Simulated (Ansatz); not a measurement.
Reaction (ligand exchange at a Mg–O bond): `[SiH3][O][Mg][Cl]` + H₂S → `[SH][Mg][Cl]` + silanol

Calculated with Ansatz (gas phase, PBE0-D4/def2-TZVP geometries, no zero-point term in ΔE). CBS: MP2 limit from def2 TZ/QZ plus the TZ coupled-cluster correction, frozen cores. This one scheme is used for every species. DFT in def2-TZVPP. B3LYP here is the variant with VWN-RPA as its local correlation; programs differ in this. For Mg outer-core shells are correlated without core-valence functions, which leaves a few kJ/mol of doubt a bond. One conformer a species, not always the lowest.

```csv
level,ΔE (kJ/mol)
LDA (SPW92),11.7
PBE-D4,12.2
ωB97M-V,19.4
BLYP,21.5
B3LYP,21.4
BHLYP,22.5
CAM-B3LYP,25.2
RPA@PBE/def2-TZVPP,27.8
```

**Question.** What does CCSD(T)/CBS give? (An estimate is asked.)

**Answer.** Ansatz gave: +26.2 kJ/mol. The listed levels differ from it by -14.5, -14.0, -6.8, -4.7, -4.8, -3.7, -1.0, 1.6 kJ/mol.

Largest T1 diagnostic among the species: 0.011.

Leaving LDA and LC-ωPBE aside and taking each functional with its dispersion term where it has one, the values, not all of them listed here, spread over 14.1 kJ/mol, from HSE06-D4 to CAM-B3LYP-D4. At CCSD(T), def2-SVP lies +13.8 kJ/mol from the extrapolated value and def2-TZVPP −1.6 kJ/mol.
